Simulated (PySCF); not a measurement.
Cs2O(H2O)2 at several levels of theory

Computed with PySCF 2.14.0 (density fitting, no spin-orbit coupling) at the geometry relaxed with BP86:

```xyz
9
Cs2O(H2O)2 (singlet; a saddle point, relaxed within its symmetry)
Cs    0.0000    0.0000    2.5165
Cs    0.0000    0.0000   -2.5165
O     0.0000    0.0000    0.0000
O     0.0000    0.0000    5.8368
H     0.7650    0.0000    6.4472
H    -0.7650    0.0000    6.4472
O     0.0000    0.0000   -5.8368
H     0.7650    0.0000   -6.4472
H    -0.7650    0.0000   -6.4472
```

| level | basis | state | HOMO (eV) | gap (eV) | charge on Cs1 (e) | dipole about the centre of mass (D) | largest force component (eV/Å) |
| --- | --- | --- | --- | --- | --- | --- | --- |
| BP86 | Cs def2-SVP with ECP46, O def2-SVP, H def2-SVP | singlet | -1.56 | 0.66 | 0.24 | 0.00 | 0.01 |
| HF | the same | singlet | -4.43 | 5.09 | 0.46 | 0.00 | 2.47 |
| CAM-B3LYP | the same | singlet | -3.18 | 3.15 | 0.30 | 0.00 | 0.85 |
| revPBE | the same | singlet | -1.57 | 0.53 | 0.26 | 0.00 | 0.11 |
| BP86 | Cs def2-TZVP with ECP46, O def2-TZVP, H def2-TZVP | singlet | -1.79 | 0.69 | 0.50 | 0.00 | 0.49 |
| BP86 | Cs x2c-SVPall, O x2c-SVPall, H x2c-SVPall | singlet | -1.69 | 0.89 | 0.28 | 0.00 | 0.83 |

Charges are Mulliken's, which hang on the basis. The relaxation used the grid (50, 194), these runs (75, 302) or, all-electron (x2c bases, spin-free X2C Hamiltonian), (99, 590).

Question: What does r2SCAN with Cs def2-SVP with ECP46, O def2-SVP, H def2-SVP give here?

Answer: state singlet, HOMO (eV) -1.24, gap (eV) 0.68, charge on Cs1 (e) 0.30, dipole about the centre of mass (D) 0.00, largest force component (eV/Å) 0.64. Time: 10 s on 2 threads of Arm Neoverse V1, on a shared host, from an already converged density.

In the first row's basis the gap widens with exact exchange: 0.5 to 0.7 eV for revPBE, BP86, r2SCAN (none); 3.1 to 5.1 eV for CAM-B3LYP, Hartree–Fock (rising or full at long range).

The gap of the closed shell is small, and it wasn't tested for a lower spin-broken solution at this geometry.

Small gap, closed shell not tested for a spin-broken solution: r2SCAN, revPBE, BP86 (small-core/TZVP), BP86 (x2c-SVP).
